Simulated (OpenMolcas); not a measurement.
Values are calculated unless marked as measured or tabulated.
# Re6+: input and output

Input:

```
&GATEWAY
Coord
1

Re 0.0 0.0 0.0
Basis=ANO-R2
Group=XYZ
NoMove
AngMom=0.0 0.0 0.0
AMFI
&SEWARD
&RASSCF
FileOrb=start.orb
Symmetry=1
Spin=2
nActEl=1 0 0
Inactive=15 19
Ras2=5 0
CIRoot=5 5 1
SDav=5
CIMx=300
Iter=120 100
PrWF=0.3
OrbListing=Nothing
MaxOrb=0
Atom
>>> COPY $Project.JobIph JOB001
&RASSI
NrOfJobIphs=1 5
1 2 3 4 5
IphNames
JOB001
EJob
SpinOrbit
DIPRint=1.0
SOCoupling=1000.0
Subsets=2
MEES
Property=10
'ANGMOM' 1 'ANGMOM' 2 'ANGMOM' 3 'MLTPL  1' 1 'MLTPL  1' 2 'MLTPL  1' 3
'AMFI' 1 'AMFI' 2 'AMFI' 3 'MLTPL  2' 6
SOProperty=3
'ANGMOM' 1 'ANGMOM' 2 'ANGMOM' 3
```

Launched by
```bash
OMP_NUM_THREADS=1 MOLCAS_MEM=1689 MOLCAS_PROJECT=a pymolcas a.inp > a.log  # once for each step of the input, in one work folder
```

A driver script runs the steps one by one and writes start.orb anew before each from the orbitals found so far.

Output, cut to the results:

```
--- SEWARD ---
Basis set label: RE.ANO-R...8S6P5D3F1G.

      Electronic valence basis set:
      ------------------
      Associated Effective Charge  75.000000 au
      Associated Actual Charge     75.000000 au
      Nuclear Model: Finite nucleus - Gaussian distribution
        Gaussian exponent, Xi/bohr**(-2):  1.46717E+08

      Shell  nPrim  nBasis  Cartesian Spherical Contaminant
         s      25       8        X
         p      20       6        X
         d      15       5                 X
         f      10       3                 X
         g       4       1                 X
                  Relativistic X2C integrals
                  Atomic mean-field integrals
--- RASSCF ---
Wave function specifications:
      -----------------------------

      Number of closed shell electrons          68
      Number of electrons in active shells       1
      Max number of holes in RAS1 space          0
      Max nr of electrons in RAS3 space          0
      Number of inactive orbitals               34
      Number of active orbitals                  5
      Number of secondary orbitals              42
      Spin quantum number                      0.5
      State symmetry                             1
Orbital specifications:
      -----------------------

      Symmetry species                           1   2
                                                ag  au
      Frozen orbitals                            0   0
      Inactive orbitals                         15  19
      Active orbitals                            5   0
      RAS1 orbitals                              0   0
      RAS2 orbitals                              5   0
      RAS3 orbitals                              0   0
      Secondary orbitals                        22  20
      Deleted orbitals                           0   0
      Number of basis functions                 42  39
      Number of CSFs                             5
      Number of root(s) required                 5
      Iter CI   SX   CI       RASSCF       Energy    max ROT     max BLB   max BLB  Level Ln srch  Step   QN
          iter iter root      energy       change     param      element    value   shift minimum  type update
 Nr of preliminary CI iterations:   1
      Total energies have been shifted. Add               -16000.00 au
        1   1    7    0  -680.48372556    0.00E+00   2.87E-01*  17  20 2  5.17E-01*  0.00   0.00    SX    NO
        2   1    8    0  -680.76035206   -2.77E-01*  1.57E-02   16  39 2  1.85E-01*  0.00   0.00    SX    NO
        3   1    8    0  -680.77865893   -1.83E-02*  1.55E-02   10  33 2 -1.17E-01*  0.00   0.00    SX    NO
        4   1    8    0  -680.78622044   -7.56E-03*  1.17E-02   11  34 2  7.82E-02*  0.00   0.00    SX    NO
        5   1    7    0  -680.78952627   -3.31E-03*  4.58E-03   10  33 2 -5.39E-02*  0.00   0.59    LS   YES
        6   1    5    0  -680.79245779   -2.93E-03*  2.92E-04   11  34 2 -1.78E-03*  0.00   1.04    QN   YES
        7   1    4    0  -680.79246137   -3.58E-06* -3.22E-05   15  23 1 -4.70E-05   0.00   1.00    QN   YES
        8   1    3    0  -680.79246137   -2.19E-09   4.33E-06   15  23 1 -5.72E-06   0.00   0.93    QN   YES
      Convergence after  8 iterations
        9   1    3    0  -680.79246137   -5.09E-11   4.33E-06    1  23 1  7.50E-07   0.00   0.93    QN   YES
      Natural orbitals and occupation numbers for root  1
      sym 1:   0.000000   0.000000   1.000000   0.000000   0.000000
      Natural orbitals and occupation numbers for root  2
      sym 1:  -0.000000   1.000000  -0.000000   0.000000   0.000000
      Natural orbitals and occupation numbers for root  3
      sym 1:   1.000000  -0.000000  -0.000000   0.000000   0.000000
::    RASSCF root number  1 Total energy: -16680.79246137
::    RASSCF root number  2 Total energy: -16680.79246137
::    RASSCF root number  3 Total energy: -16680.79246137
::    RASSCF root number  4 Total energy: -16680.79246137
::    RASSCF root number  5 Total energy: -16680.79246137

--- RASSI ---
SPIN-FREE ENERGIES:
  (Shifted by EMIN (a.u.) =     -16680.7924613734)

 SF State       Relative EMIN(au)   Rel lowest level(eV)    D:o, cm**(-1)      L_eff

     1             0.0000000000        0.0000000000              0.0000         2.0
     2             0.0000000000        0.0000000000              0.0000         2.0
     3             0.0000000000        0.0000000000              0.0000         2.0
     4             0.0000000000        0.0000000000              0.0000         2.0
     5             0.0000000000        0.0000000000              0.0000         2.0
     Dipole printing threshold changed to   1.00000000E+00
Eigenvalues of complex Hamiltonian:
   -----------------------------------
  (Shifted by EMIN (a.u.) =     -16680.7924613734)

 SO State       Relative EMIN(au)   Rel lowest level(eV)    D:o, cm**(-1)     J-value

     1            -0.0307475065        0.0000000000              0.0000         1.0
     2            -0.0307475065        0.0000000000              0.0000         1.3
     3            -0.0307475065        0.0000000000              0.0000         1.1
     4            -0.0307475065        0.0000000000              0.0000         1.3
     5             0.0204983377        1.3944704611          11247.1628         2.1
     6             0.0204983377        1.3944704611          11247.1628         2.2
     7             0.0204983377        1.3944704611          11247.1628         1.5
     8             0.0204983377        1.3944704611          11247.1628         1.7
     9             0.0204983377        1.3944704611          11247.1628         1.9
    10             0.0204983377        1.3944704611          11247.1628         2.3
Weights of the five most important spin-orbit-free states for each spin-orbit state.

 SO State  Total energy (au)           Spin-free states, spin, and weights
 -------------------------------------------------------------------------------------------------------
...
```

The J values that RASSI prints are effective ones from its own formula and need not be integers or half-integers; the table below assigns J from the states.

Levels above the lowest, from the spin-orbit matrix, grouped by J:

```csv
Configuration,Term,J,E (cm-1),Term weight %
5d,2D,3/2,0.0,100
5d,2D,5/2,11247,100
```

With one active electron the reference holds no correlation, so core polarisation is missing. Levels of configurations outside the active space are missing.

The term weight is that of the spin-free term in the level, not the purity of its configuration.
